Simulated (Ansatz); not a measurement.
C6H6, SMILES C=C=CC#CC.

Geometry: PBE-D3(BJ)/def2-SVP.

Two levels are set side by side: PBE/def2-TZVPD (Ansatz, an electronic-structure program) and PBE0/def2-TZVPD (Ansatz). Energy differences of separate SCF runs at the same geometry; the states with an electron removed or added have multiplicity 2 and 2. Differences are taken from unrounded values.

```
quantity                            PBE
---------------------------------  ----
vertical ionisation energy (eV)    8.32
vertical singlet–triplet gap (eV)  3.40
```

These are the PBE values. What does PBE0 give? (Estimate from the structure and the level; the computed values follow.)


```
quantity                           PBE0  PBE minus PBE0
---------------------------------  ----  --------------
vertical ionisation energy (eV)    8.42           -0.10
vertical singlet–triplet gap (eV)  3.41           -0.02
```

On these quantities the two levels nearly agree.
